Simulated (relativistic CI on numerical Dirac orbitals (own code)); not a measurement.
# Mn2+: resonant inelastic scattering at the L2,3 edge

Computed with this model: Dirac-Coulomb-Breit CI, orbitals from a KLI potential per configuration, a model potential for QED, valence Slater integrals scaled by 0.8, Kramers-Heisenberg scattering through one core-hole configuration in a parametric crystal field; configurations [Ar] 3d5 → [He] 2s2 2p5 3s2 3p6 3d6; 300 K; core-hole width 0.24 eV; summed over polarisations. Incident energies are the highest absorption maxima for each field (at most a few, so the weaker spin-orbit partner edge can be absent), on the computed scale of the free ion. Intensities are in per cent of the strongest line above 0.02 eV; levels within 1 cm⁻¹ are merged; final levels count from the ground level, the first row holds all elastic scattering, lines under 0.4 are left out and each table stops after 24 rows. The scale of the Slater integrals is a model choice and moves the terms in proportion.

Field parameters in Wybourne normalisation: Oh B⁴₀ = 21Dq, B⁴₄ = √(5/14) B⁴₀. The field is a parameter set, without covalency.

S is read from ⟨S²⟩ = S(S + 1).

Oh, 10Dq = 3250 cm⁻¹:

| Final level (eV) | Degeneracy | Irrep | S | 642.1 eV | 643.3 eV | 654.1 eV |
| --- | --- | --- | --- | --- | --- | --- |
| 0.000 | 6 | Γ7+Γ8 | 2.50 | 3476.3 | 462.5 | 229.9 |
| 2.905 | 2 | Γ7 | 1.50 | 5.6 | 4.4 | 0.9 |
| 2.907 | 4 | Γ8 | 1.50 | 26.1 | 20.3 | 6.9 |
| 2.911 | 4 | Γ8 | 1.50 | 28.2 | 3.8 | 5.7 |
| 2.915 | 2 | Γ6 | 1.50 | 33.8 | 1.4 | 8.2 |
| 3.073 | 2 | Γ7 | 1.50 | 4.7 | 1.3 | 0.3 |
| 3.077 | 4 | Γ8 | 1.50 | 20.1 | 7.5 | 4.7 |
| 3.080 | 2 | Γ6 | 1.50 | 2.6 | 1.4 | 1.4 |
| 3.081 | 4 | Γ8 | 1.50 | 14.8 | 4.5 | 4.5 |
| 3.112 | 4 | Γ8 | 1.50 | 9.1 | 5.5 | 2.4 |
| 3.112 | 2 | Γ7 | 1.50 | 4.3 | 2.9 | 0.4 |
| 3.113 | 4 | Γ8 | 1.50 | 21.6 | 5.8 | 3.6 |
| 3.114 | 2 | Γ6 | 1.50 | 12.3 | 4.9 | 3.5 |
| 3.748 | 4 | Γ8 | 1.50 | 45.3 | 38.7 | 38.4 |
| 3.763 | 2 | Γ7 | 1.50 | 14.0 | 16.0 | 14.0 |
| 3.765 | 4 | Γ8 | 1.50 | 52.5 | 26.0 | 11.3 |
| 3.778 | 2 | Γ6 | 1.50 | 30.2 | 12.8 | 3.5 |
| 3.820 | 2 | Γ6 | 1.50 | 8.8 | 17.2 | 49.8 |
| 3.834 | 4 | Γ8 | 1.50 | 22.3 | 28.3 | 100.0 |
| 3.843 | 2 | Γ7 | 1.50 | 13.0 | 11.0 | 45.1 |
| 3.851 | 4 | Γ8 | 1.50 | 66.1 | 27.1 | 25.5 |
| 3.890 | 2 | Γ6 | 1.50 | 5.4 | 4.4 | 49.6 |
| 3.898 | 4 | Γ8 | 1.50 | 20.4 | 17.6 | 44.8 |
| 3.902 | 2 | Γ7 | 1.50 | 11.5 | 8.6 | 13.3 |

Oh, 10Dq = 7350 cm⁻¹:

| Final level (eV) | Degeneracy | Irrep | S | 642.2 eV | 643.2 eV | 643.6 eV |
| --- | --- | --- | --- | --- | --- | --- |
| 0.000 | 6 | Γ7+Γ8 | 2.50 | 6992.4 | 711.1 | 599.1 |
| 2.459 | 2 | Γ7 | 1.50 | 7.2 | 8.3 | 47.2 |
| 2.461 | 4 | Γ8 | 1.50 | 31.4 | 26.6 | 68.7 |
| 2.469 | 4 | Γ8 | 1.50 | 17.4 | 26.7 | 17.3 |
| 2.474 | 2 | Γ6 | 1.50 | 30.3 | 5.0 | 12.4 |
| 2.909 | 2 | Γ7 | 1.50 | 17.0 | 16.7 | 2.5 |
| 2.913 | 4 | Γ8 | 1.50 | 29.1 | 37.3 | 12.1 |
| 2.923 | 2 | Γ6 | 1.50 | 5.0 | 12.7 | 3.0 |
| 2.924 | 4 | Γ8 | 1.50 | 23.6 | 15.4 | 7.3 |
| 3.111 | 4 | Γ8 | 1.50 | 16.7 | 14.4 | 10.2 |
| 3.112 | 2 | Γ7 | 1.50 | 8.2 | 2.4 | 5.9 |
| 3.113 | 6 | Γ6+Γ8 | 1.50 | 50.7 | 12.3 | 24.3 |
| 3.277 | 2 | Γ7 | 0.51 | 2.1 | 8.0 | 10.9 |
| 3.336 | 4 | Γ8 | 0.51 | 1.8 | 4.5 | 5.5 |
| 3.650 | 4 | Γ8 | 1.50 | 91.2 | 100.0 | 16.7 |
| 3.652 | 2 | Γ6 | 1.50 | 11.0 | 65.1 | 12.5 |
| 3.681 | 4 | Γ8 | 1.50 | 17.6 | 54.6 | 30.4 |
| 3.694 | 2 | Γ7 | 1.48 | 10.8 | 22.7 | 8.1 |
| 3.878 | 2 | Γ7 | 0.93 | 4.0 | 4.4 | 17.8 |
| 3.879 | 2 | Γ7 | 1.23 | 8.4 | 10.5 | 40.7 |
| 3.880 | 4 | Γ8 | 1.40 | 24.0 | 28.2 | 62.4 |
| 3.884 | 2 | Γ6 | 1.46 | 13.9 | 26.8 | 22.1 |
| 3.897 | 4 | Γ8 | 0.68 | 3.5 | 5.0 | 12.5 |
| 3.927 | 2 | Γ6 | 0.58 | 0.4 | 2.7 | 1.0 |

Oh, 10Dq = 11400 cm⁻¹:

| Final level (eV) | Degeneracy | Irrep | S | 640.8 eV | 642.4 eV | 643.8 eV |
| --- | --- | --- | --- | --- | --- | --- |
| 0.000 | 6 | Γ7+Γ8 | 2.50 | 776.6 | 6969.7 | 799.2 |
| 1.981 | 2 | Γ7 | 1.48 | 1.5 | 62.2 | 35.1 |
| 1.987 | 4 | Γ8 | 1.49 | 4.0 | 41.2 | 100.0 |
| 1.997 | 4 | Γ8 | 1.50 | 1.6 | 56.5 | 61.8 |
| 2.003 | 2 | Γ6 | 1.50 | 0.9 | 21.5 | 66.0 |
| 2.363 | 2 | Γ7 | 0.55 | 0.1 | 7.3 | 6.4 |
| 2.420 | 4 | Γ8 | 0.54 | 0.1 | 13.2 | 4.9 |
| 2.613 | 2 | Γ7 | 1.49 | 0.6 | 15.0 | 5.7 |
| 2.618 | 4 | Γ8 | 1.48 | 1.5 | 57.7 | 11.2 |
| 2.619 | 2 | Γ6 | 1.50 | 1.5 | 8.0 | 8.6 |
| 2.620 | 4 | Γ8 | 1.50 | 1.9 | 56.6 | 18.0 |
| 3.109 | 4 | Γ8 | 1.49 | 1.5 | 6.4 | 2.6 |
| 3.111 | 2 | Γ7 | 1.50 | 1.7 | 3.8 | 4.1 |
| 3.112 | 2 | Γ6 | 1.50 | 1.2 | 11.8 | 1.2 |
| 3.113 | 4 | Γ8 | 1.50 | 3.8 | 8.3 | 9.6 |
| 3.410 | 2 | Γ7 | 0.56 | 0.2 | 4.1 | 4.4 |
| 3.445 | 4 | Γ8 | 0.52 | 0.0 | 2.4 | 4.0 |
| 3.473 | 2 | Γ6 | 0.53 | 0.0 | 1.2 | 0.8 |
| 3.547 | 4 | Γ8 | 1.50 | 2.0 | 53.0 | 21.3 |
| 3.550 | 2 | Γ6 | 1.49 | 1.6 | 11.9 | 9.4 |
| 3.576 | 4 | Γ8 | 1.50 | 3.3 | 10.4 | 22.3 |
| 3.599 | 2 | Γ7 | 1.47 | 3.7 | 9.1 | 2.7 |
| 3.633 | 2 | Γ7 | 0.52 | 0.0 | 3.0 | 2.7 |
| 3.636 | 4 | Γ8 | 0.51 | 0.1 | 6.7 | 2.7 |

For the first field the strongest loss at the lowest incident energy is the level at 3.85 eV (S = 1.50, against 2.50 in the thermal ground state). Levels of other spin, the first over 8 % at 2.91 eV, appear because spin-orbit coupling of the core hole, and in heavier ions of the valence shell too, mixes spins.
